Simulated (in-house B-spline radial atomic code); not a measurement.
Checks on a self-consistent run for Rb VIII (Rb7+), [Ne] 3s2 (3p1/2)2 (3p3/2)3 3d10 4s2 (6p1/2)1. Level of theory: Dirac-Hartree-Fock, average of the jj configuration, Fermi nucleus of rms radius 4.2036 fm; calculated with a B-spline radial code for spherical atoms.

| orbital | q | ε (Eh) | <1/r> | <r²> | small-component weight |
| --- | --- | --- | --- | --- | --- |
| 1s1/2 | 2 | -567.82032 | 37.8849 | 0.00218524 | 0.018068 |
| 2s1/2 | 2 | -82.92299 | 8.53985 | 0.0369486 | 0.0036422 |
| 2p1/2 | 2 | -75.48252 | 8.47371 | 0.0284166 | 0.0036094 |
| 2p3/2 | 4 | -73.18175 | 8.15759 | 0.0299161 | 0.0035103 |
| 3s1/2 | 2 | -17.51966 | 2.86767 | 0.287932 | 0.00092524 |
| 3p1/2 | 2 | -14.86671 | 2.75338 | 0.293498 | 0.00087072 |
| 3p3/2 | 3 | -14.52917 | 2.68916 | 0.303943 | 0.00085306 |
| 3d3/2 | 4 | -9.76121 | 2.47103 | 0.301965 | 0.0007381 |
| 3d5/2 | 6 | -9.63490 | 2.45226 | 0.306386 | 0.0007313 |
| 4s1/2 | 2 | -5.35288 | 1.08352 | 1.72408 | 0.00022096 |
| 6p1/2 | 1 | -1.38331 | 0.324991 | 20.2333 | 4.7124e-05 |

Electron-electron repulsion V_ee = 991.9109 hartree.

(1) What total energy follows from the eigenvalues?

(2) Does the Dirac virial theorem hold?

(3) What diamagnetic shielding (Lamb formula) and susceptibility (Langevin formula) do the radii give?

Answers

(1) The eigenvalues count the repulsion twice, so E = Σqε - V_ee = -1962.482 - 991.911 = -2954.393 hartree; the run printed -2954.393.

(2) For a point nucleus E = -2c²Σq·w, with w the small-component weight. Here Σq·w = 0.078661 and c = 137.0360, so the ratio E/(-2c²Σq·w) is 1.000018; the finite nucleus accounts for the departure from 1.

(3) σ = (α²/3)Σq<1/r> = 188.827/(3·137.036²) = 3351.8 ppm, and χ = -0.79199×10⁻⁶·Σq<r²> = -23.01×10⁻⁶ cm³/mol with Σq<r²> = 29.057 bohr². Both are non-relativistic formulas without the paramagnetism of open shells.
